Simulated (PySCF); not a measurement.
# Spin-rotation constants: `C[O][V]([O]C)([O]C)([O]C)[O]C`, C5H15O5V

Geometry:
| atom | x (Å) | y (Å) | z (Å) |
| --- | --- | --- | --- |
| V1 | 0.130 | -0.058 | -0.208 |
| O2 | 0.357 | -0.196 | 1.440 |
| C3 | 1.062 | 0.301 | 2.496 |
| H4 | 1.824 | 0.999 | 2.103 |
| H5 | 1.564 | -0.506 | 3.053 |
| H6 | 0.403 | 0.844 | 3.191 |
| O7 | 0.048 | -0.007 | -1.858 |
| C8 | -0.732 | -0.489 | -2.863 |
| H9 | -1.019 | -1.526 | -2.612 |
| H10 | -0.210 | -0.474 | -3.833 |
| H11 | -1.647 | 0.120 | -2.935 |
| O12 | 1.554 | 0.891 | -0.249 |
| C13 | 2.285 | 1.519 | -1.226 |
| H14 | 1.829 | 1.315 | -2.211 |
| H15 | 3.326 | 1.162 | -1.227 |
| H16 | 2.284 | 2.606 | -1.056 |
| O17 | -1.306 | 0.937 | -0.102 |
| C18 | -1.973 | 1.355 | 1.034 |
| H19 | -2.966 | 1.731 | 0.745 |
| H20 | -1.421 | 2.170 | 1.530 |
| H21 | -2.104 | 0.524 | 1.746 |
| O22 | -0.391 | -1.695 | -0.280 |
| C23 | -0.664 | -2.678 | 0.638 |
| H24 | -0.052 | -3.573 | 0.447 |
| H25 | -1.726 | -2.961 | 0.578 |
| H26 | -0.453 | -2.310 | 1.658 |

Level of theory: GIAO BP86/def2-SVP (def2-TZVP on V) magnetisability, rotational g tensor and spin-rotation constants, non-relativistic, gas phase in PySCF. Geometry: GFN2-xTB.

**Question.** Give the nuclear spin-rotation constants along the inertial axes (H = +C I·J) beside the isotropic shieldings.

**Answer.** Rotational constants 0.9795, 0.8939, 0.7308 GHz. A star marks the isotopologue with that one atom substituted, in its own axes.
| atom | isotope | Caa (kHz) | Cbb (kHz) | Ccc (kHz) | mean (kHz) | σ (ppm) |
| --- | --- | --- | --- | --- | --- | --- |
| V1 | 51V | 4.660 | 3.994 | 3.123 | 3.925 | -1081.2 |
| H4 | 1H | -0.056 | 0.040 | -0.090 | -0.035 | 27.0 |
| H5 | 1H | -0.049 | -0.097 | 0.009 | -0.046 | 27.6 |
| H6 | 1H | -0.019 | -0.101 | -0.007 | -0.042 | 27.3 |
| H9 | 1H | -0.069 | 0.025 | -0.066 | -0.037 | 27.0 |
| H10 | 1H | 0.041 | -0.090 | -0.065 | -0.038 | 27.8 |
| H11 | 1H | -0.085 | -0.095 | 0.042 | -0.046 | 27.1 |
| H14 | 1H | 0.042 | -0.040 | -0.086 | -0.028 | 26.3 |
| H15 | 1H | -0.107 | -0.058 | 0.030 | -0.045 | 27.1 |
| H16 | 1H | -0.107 | 0.008 | -0.021 | -0.040 | 26.8 |
| H19 | 1H | -0.103 | -0.074 | 0.031 | -0.049 | 27.7 |
| H20 | 1H | -0.083 | 0.028 | -0.060 | -0.038 | 27.1 |
| H21 | 1H | -0.015 | -0.050 | -0.045 | -0.037 | 27.0 |
| H24 | 1H | -0.105 | -0.077 | 0.042 | -0.047 | 27.2 |
| H25 | 1H | -0.109 | 0.034 | -0.042 | -0.039 | 26.9 |
| H26 | 1H | 0.044 | -0.050 | -0.082 | -0.029 | 26.5 |
| O2 | 17O* | -0.171 | -0.400 | -0.172 | -0.248 | 48.4 |
| C3 | 13C* | 0.170 | 0.166 | 0.177 | 0.171 | 128.4 |

For the geometry as given, no vibrational averaging.
